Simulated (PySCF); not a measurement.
# Static response to an electric field

Compound: C3H11NP2Si.
SMILES with atom numbers: `[CH3:1][N:2]([CH3:3])/[C:4]([SiH3:5])=[P:6]/[PH2:7]` (hydrogens: H8, H9, H10 on C1; H11, H12, H13 on C3; H14, H15, H16 on Si5; H17, H18 on P7)

Geometry (GFN2-xTB, Å), atoms numbered from 1 in this order:
```
atom  x, y, z in Å
C1    -1.242    1.861   -0.185
N2    -1.003    0.444   -0.129
C3    -2.135   -0.433   -0.282
C4     0.267    0.000   -0.024
Si5    0.632   -1.836    0.356
P6     1.532    1.173   -0.071
P7     3.247   -0.118   -0.054
H8    -2.310    2.067   -0.205
H9    -0.796    2.349    0.687
H10   -0.767    2.293   -1.073
H11   -1.858   -1.321   -0.849
H12   -2.535   -0.748    0.688
H13   -2.923    0.086   -0.827
H14    1.076   -2.492   -0.874
H15   -0.599   -2.464    0.854
H16    1.613   -1.931    1.439
H17    4.062    0.827   -0.669
H18    3.730    0.248    1.204
```

Level: B3LYP/def2-SVPD (PySCF), static field, nuclei fixed, core orbitals frozen in the response. The polarisability tensor in these axes (au):

```
x   177.11   2.66   1.97
y     2.66 130.76  -4.77
z     1.97  -4.77  93.14
```

Q: What are the eigenvalues, a third of the trace, and Δα (Δα² = ½Σ(αi − αj)² over the three pairs)?

A: Principal values 92.48, 131.23 and 177.29 au; mean 133.67 au = 19.81 Å³ = 22.04 × 10⁻⁴⁰ C²·m²/J; Δα = 73.54 au (55 % of the mean).

Q: What is the dipole moment, and where does it point?

A: (-3.43, -0.16, -0.06) D, 3.43 D in size, pointing from the negative to the positive side. Measured along this direction, the outermost atoms are H17 at the negative end and H13 at the positive end.

Q: Find the Langevin capture rate constant for O2+ (31.990 u) meeting this molecule (151.014 u), k = 2.342 × 10⁻⁹ cm³/s × √(α in Å³ / reduced mass in u).

A: The reduced mass is 26.40 u, so k = 2.03 × 10⁻⁹ cm³/s. The formula leaves out the permanent dipole, which adds to the capture rate.

Q: Sum over states: ᾱ = Σ f/ω², ω in Eh. What share falls to these 8 lowest TDDFT singlets (eV, f)? 3.79, 0.0440; 4.16, 0.1590; 4.56, 0.0154; 4.73, 0.0027; 5.12, 0.0080; 5.34, 0.0045; 5.46, 0.0459; 5.52, 0.0399.

A: They add up to 12.17 au, 9.1 % of the 133.67 au; the largest single term is 6.82 au, from the state at 4.16 eV. Terms in order: 2.26, 6.82, 0.55, 0.09, 0.23, 0.12, 1.14, 0.97 au. Higher excitations give the rest. The strengths listed sum to 0.319.

Q: What would n − 1 = 2πNα be for an ideal gas of these molecules at 350 K and 1 atm, electronic part alone?

A: N = p/kT = 2.0968 × 10¹⁹ cm⁻³, so n − 1 = 2π × N × 19.81 × 10⁻²⁴ cm³ = 2610 × 10⁻⁶ at long wavelengths, for an ideal gas.

One conformer (not necessarily the lowest) at the GFN2-xTB geometry, without solvent, vibrations or thermal averaging.

The run behind these numbers computed excited states as well. On an x86-64 server with one thread (shared host), this took 31 s wall.
